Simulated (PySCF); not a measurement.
Predicted microwave data (CAM-B3LYP/def2-SVPD in PySCF (dipole) on a GFN2-xTB geometry, gas phase) for one isomer of C4H8F2SSi:

```
Rotational constants : A = 2089, B = 1016, C = 903.7 MHz
Dipole components    : |μa| = 0.04 D, |μb| = 0.77 D, |μc| = 1.44 D
Inertial defect      : -180.08 u·Å²
κ                    : -0.81
```

Question: Which structure is it? (One computed conformer of each.)
A. `[CH3:1][S:2][SiH2:3][C:4]([CH3:5])=[C:6]([F:7])[F:8]` with C1–S2–Si3–C4 178°, S2–Si3–C4–C5 5°
B. `[F:1][C@@H:2]1[CH2:3][S:4][C@@:5]([F:6])([SiH3:7])[CH2:8]1` with F1–C2–C3–S4 -167°, C2–C3–S4–C5 28°, C3–S4–C5–F6 113°, S4–C5–C8–C2 -23°
C. `[CH2:1]=[CH:2][Si@H:3]([SH:4])[C:5]([CH3:6])([F:7])[F:8]` with C1–C2–Si3–S4 -12°, C2–Si3–S4–H -75°, C2–Si3–C5–C6 -174°

Answer: B. It is F[C@@H]1CS[C@@](F)([SiH3])C1, an asymmetric top, point group C1. The candidates at the same level (rigid rotor, commonest isotopes):

```csv
SMILES,A (MHz),B (MHz),C (MHz),μa (D),μb (D),μc (D),Δ (u·Å²),point group,rotor
C=C[Si@H](S)C(C)(F)F,1719,1108,819.9,0.43,0.24,0.79,-133.90,C1,asymmetric top
F[C@@H]1CS[C@@](F)([SiH3])C1,2089,1016,903.7,0.04,0.77,1.44,-180.08,C1,asymmetric top
CS[SiH2]C(C)=C(F)F,3303,666.6,562.7,1.64,0.25,0.09,-12.96,near Cs,near-prolate asymmetric top
```

`CS[SiH2]C(C)=C(F)F` has A 58 % too high; `C=C[Si@H](S)C(C)(F)F` has A 18 % too low. No structure here is proved a minimum.
